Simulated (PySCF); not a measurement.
Gas-phase reaction: 2 GaH₂Cl + Cl₂ → 2 GaHCl₂ + H₂

Energies from PySCF, thermal terms from the rigid-rotor harmonic-oscillator model, ideal gas at 1 bar. † marks an energy on the PBE0/def2-TZVP geometry and frequencies. MP2 and CCSD(T) freeze the core. All species are closed-shell singlets. B3LYP is the form with VWN-RPA correlation. Ga: all electrons, no relativistic terms. GaH₂Cl, GaHCl₂: computed as isolated molecules; such fragments, hydroxides, amides, oligomers or adducts are transient or little studied in the gas. MP2 isn't extrapolated to the basis-set limit; its ΔH°(298 K) is -439.4 kJ in def2-SVP and -419.8 kJ in def2-TZVPP. CCSD(T) isn't extrapolated to the basis-set limit; its ΔH°(298 K) is -417.1 kJ in def2-SVP and -399.0 kJ in def2-TZVPP. The harmonic model lacks anharmonicity and excited electronic states, which grow with temperature; levels with a mode under 35 cm⁻¹ are left out.

```csv
level,"ΔE electronic, kJ","ΔH°(298 K), kJ","ΔS°(298 K), J/K","ΔG°(600 K), kJ"
B3LYP/def2-TZVP†,-377,-376,-21,-365
CCSD(T)/def2-TZVPP†,-400,-399,-21,-388
MP2/def2-SVP†,-440,-439,-21,-429
LDA/def2-TZVP†,-373,-372,-21,-362
ωB97X-V/def2-TZVP†,-391,-390,-21,-380
```
ΔH° is lowest at MP2/def2-SVP† and highest at LDA/def2-TZVP†. No reference value is set beside these.
